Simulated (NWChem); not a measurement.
The numbers come from NWChem runs, not from measurements. System: BeF2, charge 0, spin multiplicity 1, displaced from the optimised geometry. The structure started from a generated list of species. Level: MP2/cc-pVDZ, 3 core orbitals frozen, spin-restricted.

Input file:

```
start mol
memory heap 200 mb stack 900 mb global 1100 mb
geometry units angstroms nocenter noautoz noautosym
  Be     0.000000     0.000000     0.000000
  F      0.000000     0.000000     1.733130
  F      0.000000     0.000000    -1.386504
end
basis spherical
  * library cc-pvdz
end
scf
  rhf
  nopen 0
  maxiter 100
  thresh 1e-7
  semidirect memsize 60000000 filesize 0
end
mp2
  freeze core 3
end
task mp2 energy
```

Part of the output:

```
             Northwest Computational Chemistry Package (NWChem) 7.3.0
             --------------------------------------------------------

                                NWChem Input Module
                                -------------------

 Scaling coordinates for geometry "geometry" by  1.889725989
 (inverse scale =  0.529177249)

                             Geometry "geometry" -> ""
                             -------------------------

 Output coordinates in angstroms (scale by  1.889725989 to convert to a.u.)

  No.       Tag          Charge          X              Y              Z
 ---- ---------------- ---------- -------------- -------------- --------------
    1 Be                   4.0000     0.00000000     0.00000000     0.00000000
    2 F                    9.0000     0.00000000     0.00000000     1.73313000
    3 F                    9.0000     0.00000000     0.00000000    -1.38650400

 Effective nuclear repulsion energy (a.u.)      38.4716284260

            Nuclear Dipole moment (a.u.)
            ----------------------------
        X                 Y               Z
 ---------------- ---------------- ----------------
     0.0000000000     0.0000000000     5.8952534447


 Summary of "ao basis" -> "" (spherical)
 ------------------------------------------------------------------------------
       Tag                 Description            Shells   Functions and Types
 ---------------- ------------------------------  ------  ---------------------
 *                          cc-pvdz                   on all atoms

 Summary of "ao basis" -> "ao basis" (spherical)
 ------------------------------------------------------------------------------
       Tag                 Description            Shells   Functions and Types
 ---------------- ------------------------------  ------  ---------------------
 Be                         cc-pvdz                  6       14   3s2p1d
 F                          cc-pvdz                  6       14   3s2p1d

                                 NWChem SCF Module
                                 -----------------

  ao basis        = "ao basis"
[...]
     1   1 0 0      0.000000      0.000000      0.000000
     1   0 1 0      0.000000      0.000000      0.000000
     1   0 0 1     -0.525602      0.000000      5.895253

     2   2 0 0     -9.369580      0.000000      0.000000
     2   1 1 0     -0.000000      0.000000      0.000000
     2   1 0 1      0.000000      0.000000      0.000000
     2   0 2 0     -9.369580      0.000000      0.000000
     2   0 1 1      0.000000      0.000000      0.000000
     2   0 0 2    -18.781752      0.000000    158.323838

                   NWChem MP2 Semi-direct Energy/Gradient Module
                   ---------------------------------------------

  Basis functions       =     42
  Molecular orbitals    =     42
  Frozen core           =      3
  Frozen virtuals       =      0
  Active alpha occupied =      8
  Active beta occupied  =      8
  Active alpha virtual  =     31
  Active beta virtual   =     31
  Use MO symmetry       = F
  Use skeleton AO sym   = F

  AO/Fock/Back tols     =   1.0D-09  1.0D-09  1.0D-09

 GA uses MA = F    GA memory limited = T

 Available:
  local mem=  1.26D+08
 global mem=  1.44D+08
 local disk=  0.00D+00
  mp2_memr nvloc                    31
  nvloc new                    31
   1 passes of   8:        3145728                       9922                    747623.
   1 passes of   8: M    126154640           G      144175672           F     123008912.

 Semi-direct pass number   1 of   1  for RHF alpha+beta  at        0.4s
  vrange nnbf                   883
  mp2_eaftype                    10  avail_ma_in_mb                  1099
 EAF : mp2_eaftype filesize          10     373811.
  mp2_eaf for mointskh                     10
Node 0 wrote      1.8 Mb in      0.0 s     Agg I/O rate:  1704.3 Mb/s
 Done moints_semi at        0.8s
  mp2_eaftype                    10  avail_ma_in_mb                  1089
 EAF : mp2_eaftype filesize          10     373811.
  mp2_eaf for kh                    10
 Done maket at        0.8s
 Done multipass loop at        0.8s

          -------------------------------------------
          SCF energy                -213.635209314205
          Correlation energy          -0.426347942131
          Singlet pairs               -0.250378697149
          Triplet pairs               -0.175969244982
          Total MP2 energy          -214.061557256336
          -------------------------------------------

          ---------------------------------------------------
                    Spin Component Scaled (SCS) MP2
          Same spin pairs                     -0.117312829988
          Same spin scaling factor             0.333333333333
          Opposite spin pairs                 -0.309035112143
          Opposite spin scaling fact.          1.200000000000
          SCS-MP2 correlation energy          -0.409946411234
          Total SCS-MP2 energy              -214.045155725439
          ---------------------------------------------------

 -----------------------
 Performance information
 -----------------------

 Timer overhead =  2.65D-07 seconds/call

               Nr. of calls         CPU time (s)                 Wall time (s)                GFlops
             ---------------    -------------------     ------------------------------   -------------------
Name         Min   Avg   Max    Min     Avg     Max     Min     Avg     Max   Mx/calls   Min     Max     Sum
mp2: moin     1     1     1   0.43    0.43    0.43     0.43    0.43    0.43    0.43      0.0     0.0     0.0
mp2: make     1     1     1   1.70E-2 1.70E-2 1.70E-2  1.70E-2 1.70E-2 1.70E-2 1.70E-2   0.0     0.0     0.0
mp2: tota     1     1     1   0.46    0.46    0.46     0.46    0.46    0.46    0.46      0.0     0.0     0.0

 The average no. of pstat calls per process was 3.00D+00
 with a timing overhead of 7.94D-07s

 Task  times  cpu:        0.8s     wall:        0.8s

 Total times  cpu:        0.8s     wall:        0.8s
```
